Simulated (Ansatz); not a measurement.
`[OH][Ge]([Cl])([Cl])[Cl]` + H–F → `[F][Ge]([Cl])([Cl])[Cl]` + H₂O  (ligand exchange at a Ge–O bond)

Calculated with Ansatz (gas phase, PBE0-D4/def2-TZVP geometries, no zero-point term in ΔE). CBS: MP2 limit from def2 TZ/QZ plus the TZ coupled-cluster correction, frozen cores. This one scheme is used for every species. Functionals use def2-TZVPP. HSE06 is defined as in plane-wave codes. For Ge outer-core shells are correlated without core-valence functions, which leaves a few kJ/mol of doubt a bond. Scalar relativity is left out up to krypton. Each species was taken in one conformer, which may not be the lowest.

```
             level  ΔE (eV)
            B97M-V    -0.28
          HSE06-D4    -0.19
          BHLYP-D4    -0.22
           ωB97M-V    -0.23
            B2PLYP    -0.23
     HF/def2-QZVPP    -0.29
SCS-MP2/def2-QZVPP    -0.19
    CCSD/CBS(def2)    -0.19
```

(1) What does CCSD(T)/CBS give? (Best estimate.)

Largest T1 diagnostic among the species: 0.010.

## Answers

(1) Ansatz gave: -0.18 eV. The listed levels differ from it by -0.10, -0.01, -0.04, -0.05, -0.05, -0.11, -0.01, -0.01 eV.

Leaving LDA and LC-ωPBE aside and taking each functional with its dispersion term where it has one, the values, not all of them listed here, spread over 0.10 eV, from B97M-V to PBE-QIDH. LDA lies +0.06 eV from PBE without D4. The D4 term adds +0.04 eV with B3LYP and +0.02 eV with PBE0; it sums over pairs of atoms, weighted by their polarisabilities, and B3LYP, whose exchange is more repulsive, gets the larger term.

B3LYP here is the variant with VWN-RPA as its local correlation; programs differ in this.
